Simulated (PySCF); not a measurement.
## I⁺: ionisation energy

I⁺ [Kr] 4d10 5s2 5p4 (3P) → I²⁺ [Kr] 4d10 5s2 5p3 (4S), as a difference of total energies. Computed with PySCF 2.14 in aug-cc-pwCVQZ-PP with ECP28MDF (10s10p8d6f4g1h, 169 functions), with a scalar-relativistic core potential. The calculations carry no spin-orbit coupling.

Question: Order these methods by the ionisation energy they give, lowest first.
A. r2SCANh
B. BP86
C. wB97M-V
D. UHF

Answer: D (17.672 eV), C (18.717 eV), A (18.759 eV), B (18.914 eV).

For comparison: 18.750 eV (measured; NIST levels, between the centres of gravity of the two terms).
